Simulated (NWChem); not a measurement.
## Atomisation of H$_{2}$Sb

```xyz
3

Sb     0.0000     0.0000    -0.0466
H     -1.2237     0.0000     1.1885
H      1.2237     0.0000     1.1885
```
Charge 0, spin multiplicity 2.

All runs are NWChem calculations. Structure: optimised with UPBE/def2-SVP with def2 effective core potentials on Sb, a minimum by its harmonic frequencies.

Basis set: def2-TZVP. The atomisation energy is electronic alone: no zero-point, thermal, spin-orbit or counterpoise terms. No value is extrapolated to the basis-set limit. Free atoms are single determinants with multiplicities Sb 4, H 2. Correlated methods freeze the same cores in atoms and molecule, 4 orbitals in all.

Effective core potentials replace the inner electrons of Sb; spin-orbit coupling is left out. The correlated methods keep 4 core orbitals frozen. The structure started from a generated list of species. The unpaired electrons of the parent sit in orbitals of symmetry b2 (C2v labels of the run); other states weren't searched. The stability of the SCF solutions was not checked. Open-shell Hartree-Fock references start from PBE0 orbitals. Coupled-cluster values serve here as a point of comparison, not as the truth.

**Question.** One of these methods gave an atomisation energy of 117.2 kcal/mol. Which?
A) CCSD(T)
B) LDA (SVWN5)
C) CAM-B3LYP
D) BP86

**Answer.** A, CCSD(T). The others give 132.9 (BP86), 146.4 (LDA (SVWN5)), 129.2 (CAM-B3LYP).
